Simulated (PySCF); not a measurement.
## GeS: from constants to spectrum

PBE0 constants of GeS, ¹Σ⁺ (singlet), closed shell (PySCF, scalar-relativistic core potentials, basis sets Ge cc-pVTZ-PP with ECP10, S cc-pV(T+d)Z; masses 73.9212 and 31.9721 u):

* ωe: 589.3 cm⁻¹
* ωexe: 1.44 cm⁻¹
* Be: 0.18644 cm⁻¹
* αe: 0.000680 cm⁻¹
* D (centrifugal): 7.47e-08 cm⁻¹
* De to Ge + S: 5.61 eV

**Question.** Give the vibrational terms G(v) and spacings up to v = 6.

**Answer.** G(v) = ωe(v+½) − ωexe(v+½)².

```json
{"v": "0", "G(v) (cm⁻¹)": "294.3", "G(v) − G(v−1)": "", "Bv (cm⁻¹)": "0.1861"}
{"v": "1", "G(v) (cm⁻¹)": "880.7", "G(v) − G(v−1)": "586.4", "Bv (cm⁻¹)": "0.1854"}
{"v": "2", "G(v) (cm⁻¹)": "1464.2", "G(v) − G(v−1)": "583.5", "Bv (cm⁻¹)": "0.1847"}
{"v": "3", "G(v) (cm⁻¹)": "2044.9", "G(v) − G(v−1)": "580.7", "Bv (cm⁻¹)": "0.1841"}
{"v": "4", "G(v) (cm⁻¹)": "2622.7", "G(v) − G(v−1)": "577.8", "Bv (cm⁻¹)": "0.1834"}
{"v": "5", "G(v) (cm⁻¹)": "3197.6", "G(v) − G(v−1)": "574.9", "Bv (cm⁻¹)": "0.1827"}
{"v": "6", "G(v) (cm⁻¹)": "3769.6", "G(v) − G(v−1)": "572.0", "Bv (cm⁻¹)": "0.1820"}
```

**Question.** How well does the Morse estimate ωe²/(4ωexe) reproduce De, and what is D0?

**Answer.** It gives 7.48 eV, 133 % of the computed De. D0 = De − G(0) = 5.61 − 0.04 = 5.57 eV.

Measured values (Huber and Herzberg, Constants of Diatomic Molecules (1979)): ωe = 575.8 cm⁻¹, ωexe = 1.8 cm⁻¹, Be = 0.186565757 cm⁻¹, αe = 0.000749103 cm⁻¹.
